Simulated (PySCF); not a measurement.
A structure optimised at B3LYP-D3(BJ)/def2-SVP, used in a PySCF frequency run:

```
V
F 1 1.6966
F 1 1.6966 2 120.00
F 1 1.6966 2 120.00 3 -180.00
F 1 1.7317 2 90.00 3 90.00
F 1 1.7317 2 90.00 5 -180.00
```

**Question.** Write its SMILES, formula and point group.

**Answer.** [F][V]([F])([F])([F])[F], F₅V, D3h

**Question.** What are its rotational constants (standard atomic weights)?

**Answer.** 3.0804, 2.5788, 2.5788 GHz
